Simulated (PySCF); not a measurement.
C2H6S2Te, SMILES CS[Te]SC. Coordinates come from a B3LYP-D3(BJ)/def2-SVP optimisation. The def2 effective core potentials stand for the cores of Te; spin–orbit coupling is left out. One conformer was computed; it need not be the lowest.

Task: Give the equilibrium geometry at B3LYP-D3(BJ)/def2-SVP (PySCF confirms it by a frequency run) as Cartesian coordinates in Å, and its point group. (The exact figures need the calculation; the answer reports its results.)

Result: Several could match; the one computed here: point group Cs.
```xyz
11

Te     0.2249     0.8418     0.0000
S     -0.6901    -0.3489    -1.9100
C      0.5024    -1.7175    -2.1647
H      0.4520    -2.4432    -1.3416
H      0.1999    -2.2144    -3.0995
H      1.5286    -1.3407    -2.2720
S     -0.6901    -0.3489     1.9100
C      0.5024    -1.7175     2.1647
H      1.5286    -1.3407     2.2720
H      0.1999    -2.2144     3.0995
H      0.4520    -2.4432     1.3416
```
Charge 0, spin multiplicity 1.
